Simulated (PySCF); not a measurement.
## H7NO6Si2: core ionisation energies

Compound: [(OH)3Si]2NH.
Bonds: Si1–O2, Si1–O3, Si1–O4, Si1–N5, N5–Si6, Si6–O7, Si6–O8, Si6–O9. Hydrogens: H10 on O2; H11 on O3; H12 on O4; H13 on N5; H14 on O7; H15 on O8; H16 on O9.

Method used: delta-SCF UKS SCAN, pcX-2 on the ionised atom, pcseg-1 elsewhere, spin-free X2C (PySCF). Vertical ΔSCF values, vacuum level as zero.

**Question.** Give the core binding energies atom by atom.

**Answer.** 
```tsv
atom(s)	bonded to	level	binding energy (eV)	2p1/2 (eV)	count
Si1/Si6	3 O and N	Si 1s	1848.35	–	2
O2 (×6)	H and Si	O 1s	538.50	–	6
N5	H and 2 Si	N 1s	404.54	–	1
Si1/Si6	3 O and N	Si 2p3/2	108.06	108.68	2
```

**Question.** Give the binding energy of Si 1s of Si1/Si6 in hartree and in kJ/mol.

**Answer.** 1848.35 eV = 67.9256 Eh = 178339 kJ/mol.

**Question.** Which effective nuclear charge Zeff reproduces each element's mean 1s value in the hydrogen-like formula E = 13.606 eV × Zeff²?

**Answer.** N (Z = 7): mean 404.5 eV, Zeff = 5.45, Z − Zeff = 1.55; O (Z = 8): mean 538.5 eV, Zeff = 6.29, Z − Zeff = 1.71; Si (Z = 14): mean 1848.3 eV, Zeff = 11.66, Z − Zeff = 2.34. Means run over the listed sites, weighted by atom count.

Topologically equivalent atoms share the value of their first member; where this conformer doesn't relate them by symmetry, their own values could differ. The 2p values add to the ΔSCF energy of one spin-free hole a correction within the shell (spin–orbit coupling, ligand field). 2p1/2 minus 2p3/2 (ligand field included): Si 0.62 eV. The structure is a single PBE0-D3(BJ)/def2-SVP conformer in the gas phase; no vibrational or solvent corrections.

On Intel Xeon at 2.70 GHz, one thread, shared host, this took 72 s and 0.80 GiB of memory at its peak.
